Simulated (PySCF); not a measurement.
**Question.** Write Cartesian coordinates for `[BH3-][N+]#CCB(OC)OC` as optimised with PBE0-D3(BJ)/def2-SVP.

**Answer.** 
```xyz
20
C4H11B2NO2 angstrom
B      3.537    0.391   -1.099
N      2.372    0.149   -0.132
C      1.468   -0.005    0.565
C      0.289   -0.183    1.375
B     -1.047   -0.380    0.502
O     -1.416    0.430   -0.511
C     -0.701    1.544   -0.988
O     -1.830   -1.415    0.867
C     -3.045   -1.703    0.210
H      4.561    0.078   -0.508
H      3.317   -0.317   -2.075
H      3.494    1.587   -1.366
H      0.176    0.701    2.028
H      0.418   -1.060    2.029
H     -0.214    2.109   -0.176
H     -1.408    2.214   -1.497
H      0.072    1.236   -1.710
H     -3.720   -2.183    0.932
H     -2.868   -2.401   -0.623
H     -3.517   -0.794   -0.189
```

Any rigid rotation of these coordinates is as good. Atoms count from 1 in this order. B1 (four-coordinate boron) is distorted tetrahedral (angles from 105.3° to 112.8°). Of the pairs four or more bonds apart, O6···H20 is among the closest relative to their van der Waals radii: 2.45 Å, 90 % of the sum of Bondi's values. B5 (three-coordinate boron) is planar (angles 124.1°, 120.4° and 115.4°, sum 360.0°, 0.01 Å off the plane of its three neighbours).

Bonds between heavy atoms (Å): B1–N2 1.534, N2≡C3 1.152, C3–C4 1.441, C4–B5 1.609, B5–O6 1.349, O6–C7 1.407, B5–O8 1.348, O8–C9 1.410.

Theory: PySCF, PBE0-D3(BJ)/def2-SVP geometry optimisation, gas phase.

Point group: C1 (no symmetry element, even within 0.4 Å). Stationary, but not proved a minimum. The numbers are those of one conformer (C3–C4–B5–O6 -50°, C4–B5–O6–C7 1°, C4–B5–O8–C9 179°).

The run took 5.0 min of wall time on one thread, Intel Xeon at 2.70 GHz (x86_64), shared host with 64 logical CPUs at a one-minute load of 60, and the process peaked at 0.76 GiB of memory. These figures are those of the optimisation.
